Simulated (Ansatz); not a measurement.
Basis-set series for CHF5Si (`F[SiH](F)C(F)(F)F`). Charge 0, multiplicity 1. All single points use the PBE0-D4/def2-TZVP geometry.

Z-matrix (Å, degrees):
```
Si
F 1 1.577
C 1 1.923 2 107.4
F 1 1.577 2 109.1 3 -116.1
H 1 1.469 2 110.5 3 122.2
F 3 1.339 1 112.8 2 -58.6
F 3 1.344 1 110.8 2 -179.2
F 3 1.344 1 110.8 2 61.9
```

| functional | basis | functions | energy (Eh) | HOMO (eV) | LUMO (eV) |
| --- | --- | --- | --- | --- | --- |
| PBE0-D4 | def2-SVP | 107 | -826.39229 | -9.79 | 0.47 |
| PBE0-D4 | def2-TZVPP | 242 | -827.16937 | -9.93 | -0.01 |
| ωB97M-V | def2-SVP | 107 | -826.87467 | -12.05 | 2.52 |
| ωB97M-V | def2-TZVPP | 242 | -827.66400 | -12.23 | 1.79 |

(1) Give the rows for def2-QZVPP. (Estimate.)

## Answers

(1) The calculation gave: 
```csv
functional,basis,functions,energy (Eh),HOMO (eV),LUMO (eV)
PBE0-D4,def2-QZVPP,442,-827.20794,-9.97,-0.18
ωB97M-V,def2-QZVPP,442,-827.69990,-12.27,1.43
```

Positive LUMOs are unbound and depend on the basis.

All numbers were calculated with Ansatz.
